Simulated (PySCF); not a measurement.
# Dipole moment and polarisability of `[BH3-][NH2+]CO[SiH3]`

Species: CH10BNOSi.
Cartesian coordinates in Å at the PBE0-D3(BJ)/def2-SVP level; atoms count from 1:
```
atom  x, y, z in Å
B1     2.0118    0.0622    0.1164
N2     0.5173   -0.0163    0.7610
C3    -0.5578    0.1080   -0.2131
O4    -1.7770    0.0395    0.4482
Si5   -3.2806    0.1677   -0.2854
H6     2.7806   -0.0749    1.0582
H7     2.0718   -0.8589   -0.6906
H8     2.0879    1.1670   -0.4094
H9     0.4093   -0.9016    1.2608
H10    0.4110    0.7173    1.4650
H11   -0.4265   -0.7069   -0.9458
H12   -0.4113    1.0688   -0.7361
H13   -4.2731    0.0576    0.8135
H14   -3.4609   -0.9317   -1.2808
H15   -3.3985    1.4835   -0.9832
```

Level: PBE0/def2-SVPD (PySCF), static field, nuclei fixed, core orbitals frozen in the response. The polarisability tensor in these axes (au):

```
x   86.68 -0.50  2.16
y   -0.50 65.87 -0.16
z    2.16 -0.16 67.10
```

**Question.** What are the eigenvalues, a third of the trace, and Δα (Δα² = ½Σ(αi − αj)² over the three pairs)?

**Answer.** Principal values 65.84, 66.87 and 86.93 au; mean 73.22 au = 10.85 Å³ = 12.07 × 10⁻⁴⁰ C²·m²/J; Δα = 20.59 au (28 % of the mean).

**Question.** What is the dipole moment, and where does it point?

**Answer.** (-5.01, -0.10, 0.98) D, 5.10 D in size, pointing from the negative to the positive side. Measured along this direction, the outermost atoms are H6 at the negative end and H13 at the positive end.

**Question.** In TDDFT the mean static polarisability is Σ f/ω² over all singlet excitations (ω in hartree). How much of it do the 10 lowest give? Their energies (eV) and oscillator strengths: 6.55, 0.0051; 6.64, 0.0017; 6.97, 0.0112; 7.03, 0.0226; 7.16, 0.0000; 7.60, 0.0001; 7.69, 0.0125; 7.89, 0.0140; 7.97, 0.0211; 8.00, 0.0008.

**Answer.** They add up to 1.21 au, 1.6 % of the 73.22 au; the largest single term is 0.34 au, from the state at 7.03 eV. Terms in order: 0.09, 0.03, 0.17, 0.34, 0.00, 0.00, 0.16, 0.17, 0.25, 0.01 au. Higher excitations give the rest. The strengths listed sum to 0.089.

**Question.** Give the principal axes and the span of the nuclei along them.

**Answer.** Largest value along (0.99, -0.02, 0.11), where the nuclei span 7.04 Å; middle along (-0.11, -0.10, 0.99), 2.16 Å; least along (0.01, 0.99, 0.10), 2.43 Å. The strongest response lies along the longest span, while the other two are in reverse order.

**Question.** Molar refractivity from α?

**Answer.** Lorentz–Lorenz: R = (4π/3)N_A α = 2.5225 cm³/(mol·Å³) × 10.85 Å³ = 27.4 cm³/mol, in the limit of long wavelengths.

**Question.** How large is μ²/3kT at 298 K beside α?

**Answer.** In Gaussian units μ²/3kT = 211.03 Å³ against 10.85 Å³, a ratio of 19.45; the Debye molar polarisation (4π/3)N_A(α + μ²/3kT) is 559.7 cm³/mol, leaving out the vibrational part.

**Question.** Refractivity n − 1 of an ideal gas of it at 400 K and 1 atm, from the electronic α?

**Answer.** N = p/kT = 1.8347 × 10¹⁹ cm⁻³, so n − 1 = 2π × N × 10.85 × 10⁻²⁴ cm³ = 1251 × 10⁻⁶ at long wavelengths, for an ideal gas.

The structure is a single PBE0-D3(BJ)/def2-SVP conformer in the gas phase; no vibrational or solvent corrections.

The run behind these numbers computed excited states as well. The run took 1.8 min on one thread of an Arm Neoverse V1, shared host, and the process peaked at 0.86 GiB of memory.
